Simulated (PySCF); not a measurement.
C₃H₁₄OSi₃.
SMILES with atom numbers: `[CH3:1][CH2:2][Si@H:3]([OH:4])[CH:5]([SiH3:6])[SiH3:7]` (hydrogens: H8, H9, H10 on C1; H11, H12 on C2; H13 on Si3; H14 on O4; H15 on C5; H16, H17, H18 on Si6; H19, H20, H21 on Si7)

Computed with PySCF at B3LYP/def2-SVPD, non-relativistic, on one gas-phase PBE0-D3(BJ)/def2-SVP geometry that isn't relaxed in the solvent. The solvent is an IEF-PCM continuum (Bondi radii, 1.10 Å for H, scaled by 1.2), and excitations are vertical TDDFT with non-equilibrium linear response and a frozen core. Only the electrostatic response of the medium enters.

Gas-phase singlets (H = HOMO, L = LUMO):

```csv
state,E (eV),λ (nm),f,leading configurations
S1,6.770,183,0.003,"H→L 69%, H-1→L 27%"
S2,6.861,181,0.005,"H-1→L 69%, H→L 27%"
S3,7.134,174,0.019,H→L+1 93%
S4,7.332,169,0.008,H-1→L+1 91%
S5,7.441,167,0.026,H→L+2 93%
```

**Question.** How does the list change in dichloromethane (ε = 8.93)?

**Answer.** 
```json
{"state": "S1", "E (eV)": "6.848", "λ (nm)": "181", "f": "0.006", "leading configurations": "H→L 87%, H-1→L 9%", "change by rank (eV)": "+0.078"}
{"state": "S2", "E (eV)": "6.963", "λ (nm)": "178", "f": "0.005", "leading configurations": "H-1→L 86%, H→L 9%", "change by rank (eV)": "+0.102"}
{"state": "S3", "E (eV)": "7.169", "λ (nm)": "173", "f": "0.026", "leading configurations": "H→L+1 92%", "change by rank (eV)": "+0.035"}
{"state": "S4", "E (eV)": "7.389", "λ (nm)": "168", "f": "0.029", "leading configurations": "H→L+2 56%, H-1→L+1 38%", "change by rank (eV)": "+0.057"}
{"state": "S5", "E (eV)": "7.405", "λ (nm)": "167", "f": "0.019", "leading configurations": "H-1→L+1 53%, H→L+2 38%", "change by rank (eV)": "-0.036"}
```

**Question.** The ground-state energy changes by -0.154 eV from gas to dichloromethane. By how much does the total energy of gas-phase S2 change?

**Answer.** E(S2) = E(S0) + excitation energy, so it changes by -0.154 + 0.102 = -0.052 eV: it is lowered less than the ground state, which is what a blue shift means. This is the vertical state, with the slow part of the continuum still set for S0.

**Question.** How do the frontier levels move from gas to dichloromethane?

**Answer.** 
| orbital | gas (eV) | solvent (eV) | change (eV) | Löwdin shares, gas | Löwdin shares, solvent |
| --- | --- | --- | --- | --- | --- |
| LUMO+2 | 0.30 | 0.42 | +0.12 | Si7 18 %, Si6 14 %, H19 9 %, C5 7 % | Si7 20 %, Si6 13 %, H19 10 %, C5 7 % |
| LUMO+1 | 0.06 | 0.25 | +0.19 | Si6 19 %, Si7 17 %, C5 9 %, H15 9 % | Si6 20 %, Si7 19 %, C5 8 %, H19 6 % |
| LUMO | -0.29 | -0.07 | +0.22 | Si6 18 %, O4 17 %, Si3 12 %, H14 11 % | Si6 17 %, O4 17 %, Si3 13 %, Si7 9 % |
| HOMO | -7.94 | -7.79 | +0.15 | C2 21 %, C5 19 %, Si3 15 %, C1 8 % | C2 22 %, C5 19 %, Si3 15 %, C1 8 % |
| HOMO-1 | -8.10 | -7.99 | +0.11 | O4 20 %, C5 18 %, Si3 18 %, H13 18 % | C5 20 %, O4 18 %, Si3 18 %, H13 17 % |
| HOMO-2 | -8.80 | -8.67 | +0.13 | C5 17 %, Si6 16 %, Si7 15 %, H17 13 % | C5 17 %, Si6 16 %, Si7 15 %, H17 13 % |
| HOMO-3 | -9.14 | -9.00 | +0.14 | Si7 23 %, H20 21 %, C5 15 %, Si6 9 % | C5 17 %, Si7 17 %, H20 14 %, Si6 14 % |

The HOMO–LUMO gap goes from 7.65 to 7.72 eV.

Time: 2.0 min; peak memory 1.3 GiB. Hardware: Arm Neoverse N1, one thread, shared host. This is the whole response run at B3LYP/def2-SVPD in dichloromethane, SCF included.

Conformer computed: `[CH3:1][CH2:2][Si@H:3]([OH:4])[CH:5]([SiH3:6])[SiH3:7]`: C1–C2–Si3–O4 -61°, C2–Si3–C5–Si6 177°, H–O4–Si3–C2 173°.
